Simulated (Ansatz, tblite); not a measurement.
Removing and adding an electron: `CN(C)c1ccc(-c2ccc(-c3ccc(-c4ccc(C#N)nc4)nc3)nc2)nc1`. The state is a singlet with charge 0. Geometry: PBE-D4/def2-SVP. Ansatz, gas phase; energy differences of separate SCF runs; the oxidised species was run as a doublet alone; the reduced species was run as a doublet alone.

```xyz
47

C     7.752    2.814   -0.790
N     6.618    3.426   -1.457
C     6.814    4.572   -2.324
C     5.353    2.919   -1.270
C     4.207    3.479   -1.898
C     2.952    2.917   -1.671
C     2.816    1.796   -0.821
C     1.517    1.148   -0.544
C     0.286    1.592   -1.072
C    -0.893    0.914   -0.761
C    -0.841   -0.217    0.085
C    -2.043   -0.998    0.455
C    -1.915   -2.167    1.237
C    -3.049   -2.904    1.575
C    -4.318   -2.468    1.129
C    -5.569   -3.201    1.437
C    -5.606   -4.410    2.163
C    -6.831   -5.033    2.407
C    -8.003   -4.422    1.911
C    -9.287   -5.040    2.145
N   -10.316   -5.566    2.349
N    -7.996   -3.265    1.213
C    -6.815   -2.686    0.990
N    -4.447   -1.344    0.389
C    -3.359   -0.645    0.071
N     0.336   -0.650    0.596
C     1.456    0.004    0.295
N     3.905    1.262   -0.223
C     5.106    1.787   -0.430
H     8.673    3.360   -1.061
H     7.888    1.749   -1.084
H     7.652    2.846    0.319
H     6.488    4.367   -3.369
H     7.888    4.832   -2.351
H     6.256    5.467   -1.967
H     4.295    4.348   -2.563
H     2.076    3.361   -2.164
H     0.239    2.471   -1.732
H    -1.846    1.263   -1.181
H    -0.907   -2.464    1.560
H    -2.942   -3.813    2.184
H    -4.683   -4.874    2.539
H    -6.893   -5.975    2.970
H    -6.811   -1.743    0.420
H    -3.540    0.264   -0.528
H     2.398   -0.371    0.728
H     5.943    1.294    0.093
```

The xTB rows come from tblite. Single mean-field runs in def2-TZVP are fitted with def2-universal-jkfit.

**Question.** Estimate orbital energies and vertical ionisation energies and electron affinities at: GFN1-xTB; GFN2-xTB; PBE-D4/def2-TZVP; PBE0-D4/def2-TZVP.

**Answer.** 
| level | −HOMO (eV) | vertical IE (eV) | −LUMO (eV) | vertical EA (eV) | HOMO–LUMO gap (eV) | IE − EA (eV) |
| --- | --- | --- | --- | --- | --- | --- |
| GFN1-xTB | 10.57 | 12.37 | 8.88 | 7.19 | 1.69 | 5.18 |
| GFN2-xTB | 9.83 | 11.48 | 8.21 | 6.46 | 1.62 | 5.02 |
| PBE-D4/def2-TZVP | 5.09 | 6.78 | 3.18 | 1.67 | 1.90 | 5.11 |
| PBE0-D4/def2-TZVP | 5.86 | 7.02 | 2.53 | 1.50 | 3.33 | 5.53 |

 Raw xTB energy differences between charge states are shifted by several eV; the methods need an empirical correction for them. Sets without diffuse functions give affinities that are too small.
